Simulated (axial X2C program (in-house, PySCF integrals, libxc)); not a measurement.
Worked dissociation energy of CrSe: PBE0, scalar-relativistic

Calculated with an axial X2C code built on PySCF integrals. Spin-free means the one-electron spin-free X2C Hamiltonian. Basis: Se dyall-cv3z [8s9p6d4f1g], Cr dyall-cv3z [9s10p6d3f2g] (cores contracted in-house); Gaussian nuclei, density fitting, unrestricted open shells. Masses: Se 79.917 u, Cr 51.941 u.

Molecular state: M_S = 2, Λ = 1 (beyond evenly filled blocks: σα, π+α, δ+α, δ-α).

```
E(Se) (2M_S = 2, M_L = 0) : -2429.613081 hartree
E(Cr) (2M_S = 6, M_L = 0) : -1050.597604 hartree
E(CrSe) at Re             : -3480.307059 hartree
ωe                        : 304.8 cm⁻¹
ωexe                      : 1.26 cm⁻¹
```

(1) Work out De and D0.

The state is a single determinant with fixed occupations, the lowest that a limited PBE0 search found. Dissociation energies refer to the lowest single-determinant-based atoms at the same level and basis. Without a current term, density functionals place determinants with orbital angular momentum somewhat too high. The determinant is spin-polarised beyond a pure state at some levels (its spin-free form has ⟨S²⟩ too high), which makes Re and μ there less reliable. Spin-free De lacks the spin–orbit lowering of the heavy p-block atom, a tenth of an eV or more for 4p and 5p, up to an eV for 6p and one to two eV for 7p atoms, less what an open-shell molecule gains itself.

Each atomic determinant is the lowest at this level and need not be a pure term. Totals compare only within one Hamiltonian and basis.

## Answers

(1) De = -2429.613081 + (-1050.597604) − (-3480.307059) = 0.09637 hartree = 2.622 eV. The zero-point energy is ωe/2 − ωexe/4 = 152 cm⁻¹ = 0.019 eV, so D0 = 2.604 eV.
